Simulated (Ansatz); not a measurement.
Basis sets compared for the cluster Cu₄Ag⁺. Charge 1, multiplicity 1. Geometry PBE-D4/def2-SVP. Ansatz on 4 threads of Intel Xeon Platinum 8375C on a shared host; times are rough, and most runs start from earlier orbitals.

```xyz
5

Ag   -0.237    0.567   -0.819
Cu   -2.575    0.358    0.186
Cu   -0.918   -1.045    0.987
Cu    1.456   -0.220    0.868
Cu    2.275    0.340   -1.222
```

In the def2 sets Ag takes a core potential; there is no spin–orbit coupling. Another isomer (singlet) lies 0.25 eV lower at PBE0-D4/def2-TZVP; other spin states weren't run for this one.

```csv
level,functions,energy (Eh),HOMO (eV),LUMO (eV),wall time
PBE-D4/def2-SVP,155,-6706.9779,-9.10,-8.04,2.3 s
PBE0-D4/def2-SVP,155,-6706.9635,-9.57,-7.13,3.9 s
```

(1) Estimate the rows for PBE-D4/def2-TZVP (with forces), PBE0-D4/def2-TZVP.

## Answers

(1) 
| level | functions | energy (Eh) | HOMO (eV) | LUMO (eV) | wall time |
| --- | --- | --- | --- | --- | --- |
| PBE-D4/def2-TZVP (with forces) | 220 | -6708.0116 | -9.55 | -8.40 | 6 s |
| PBE0-D4/def2-TZVP | 220 | -6707.9613 | -9.97 | -7.42 | 7 s |
